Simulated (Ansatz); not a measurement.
Relaxation of C₃H₉NSi (14 atoms, charge 0, multiplicity 1), to a largest force component of 0.02 eV/Å in at most 40 steps.

Method: Ansatz 0.2.0, RKS PBE-D4/STO-3G.

```xyz
14
Properties=species:S:1:pos:R:3
C -1.637 0.810 0.760
C -0.320 0.934 0.086
C 0.061 -0.386 -0.486
N 0.896 -1.313 0.348
Si 1.882 -0.721 -0.844
H -2.448 0.542 0.033
H -1.650 0.147 1.585
H -1.942 1.852 1.130
H 0.409 1.333 0.865
H -0.360 1.674 -0.702
H -0.614 -0.782 -1.179
H 0.613 -2.282 0.139
H 2.873 0.053 -0.096
H 2.223 -1.890 -1.612
```

Where does it end, and by what steps?

The run converged. Limits of this set-up: minimal basis. After 7 steps the energy has fallen by 1.443 eV; N4 moved furthest, 0.28 Å.

```json
{"step": "0", "energy less start (eV)": "0.0000", "largest force component (eV/Å)": "5.368", "accepted": "yes"}
{"step": "1", "energy less start (eV)": "-1.2047", "largest force component (eV/Å)": "2.299", "accepted": "yes"}
{"step": "2", "energy less start (eV)": "-1.3941", "largest force component (eV/Å)": "0.756", "accepted": "yes"}
{"step": "3", "energy less start (eV)": "-1.4277", "largest force component (eV/Å)": "0.338", "accepted": "yes"}
{"step": "4", "energy less start (eV)": "-1.4281", "largest force component (eV/Å)": "0.323", "accepted": "yes"}
{"step": "5", "energy less start (eV)": "-1.4416", "largest force component (eV/Å)": "0.126", "accepted": "yes"}
{"step": "6", "energy less start (eV)": "-1.4429", "largest force component (eV/Å)": "0.038", "accepted": "yes"}
{"step": "7", "energy less start (eV)": "-1.4431", "largest force component (eV/Å)": "0.016", "accepted": "yes"}
```

```xyz
14
Properties=species:S:1:pos:R:3
C -1.681 0.849 0.777
C -0.310 0.978 0.051
C 0.167 -0.375 -0.530
N 0.727 -1.369 0.571
Si 1.942 -0.826 -0.701
H -2.464 0.506 0.075
H -1.604 0.113 1.599
H -1.994 1.821 1.202
H 0.447 1.358 0.769
H -0.393 1.723 -0.770
H -0.570 -0.813 -1.232
H 0.386 -2.329 0.203
H 2.986 0.057 -0.212
H 2.348 -1.722 -1.774
```

Whether the end is a true minimum wasn't checked by a vibrational analysis.

Time of the run: 16 s on 1 thread of Arm Neoverse V2, on a shared host, peak memory 0.11 GiB.
